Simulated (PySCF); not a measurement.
B(CCH)(Cl)(F) (C2HBClF), SMILES FB(Cl)C#C.

Geometry: PBE-D3(BJ)/def2-SVP.

Level of theory: PBE-D3(BJ)/def2-SVP run with PySCF 2.14.0.

Frequencies are harmonic and unscaled.

Task: List the normal modes with their intensities. (An estimate is asked for; the answer gives what the named calculation found.)

Result: 
| mode | ν (cm⁻¹) | IR (km/mol) | Raman (Å⁴/amu) | depolarisation | moving atoms (share of kinetic energy) |
|---|---|---|---|---|---|
| 1 | 144 | 1.2 | 8.5 | 0.75 | C 40 %, Cl 24 %, F 18 %, H 12 % |
| 2 | 218 | 1.4 | 7.7 | 0.75 | C 66 %, H 15 %, B 12 % |
| 3 | 343 | 5.5 | 2.2 | 0.75 | F 47 %, C 29 %, Cl 17 % |
| 4 | 452 | 3.0 | 2.7 | 0.70 | C 60 %, Cl 25 %, F 10 % |
| 5 | 584 | 29.2 | 2.2 | 0.75 | B 74 %, C 18 % |
| 6 | 598 | 14.2 | 11.0 | 0.13 | C 36 %, F 35 %, Cl 19 %, B 9 % |
| 7 | 673 | 33.9 | 1.3 | 0.71 | H 76 %, C 24 % |
| 8 | 737 | 24.5 | 1.5 | 0.75 | H 75 %, C 25 % |
| 9 | 1060 | 376.1 | 5.9 | 0.61 | B 81 %, C 11 % |
| 10 | 1319 | 297.8 | 2.2 | 0.30 | B 72 %, F 25 % |
| 11 | 2123 | 111.8 | 161.9 | 0.27 | C 89 %, H 9 % |
| 12 | 3392 | 46.3 | 39.7 | 0.24 | H 86 %, C 14 % |
